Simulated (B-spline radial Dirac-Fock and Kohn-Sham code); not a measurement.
**Kohn-Sham estimates against Dirac-Fock for the levels of Tm³⁵⁺**

System: the Tm³⁵⁺ ion in the configuration 1s2 2s2 2p6 3s2 3p6 3d10 4s2 4p4.

The density-functional columns are spherical, spin-unpolarised Dirac-Kohn-Sham results without Breit or QED terms: −ε is minus the orbital energy of the initial state and ΔSCF the difference of two total energies. The reference in the last column comes from Dirac-Fock (average of configuration) total-energy differences with a finite nucleus, the Breit interaction including its frequency dependence, and self-energy and vacuum-polarisation corrections. All numbers are from a B-spline atomic structure program, in eV; a selection of levels is shown. For the 1s level of heavy atoms much of the gap between ΔSCF and the reference is the Breit and QED part, -277.4 eV here; for other levels the error of the functional can be larger.

```
level   LDA −ε  LDA ΔSCF  Dirac-Fock
   1s  60617.7   61150.3     60886.2
   2s  11434.2   11552.9     11610.8
2p1/2  10975.3   11120.1     11108.8
   3s   3641.4    3691.6      3739.4
3p1/2   3441.9    3494.4      3522.2
3d3/2   2892.1    2948.3      2947.6
3d5/2   2844.9    2900.0      2901.5
   4s   1670.3    1696.1      1698.2
   4p   1541.9    1567.2      1562.8
```

Values without a named source are computed, but for edge energies of neutral atoms, which are taken from tables.
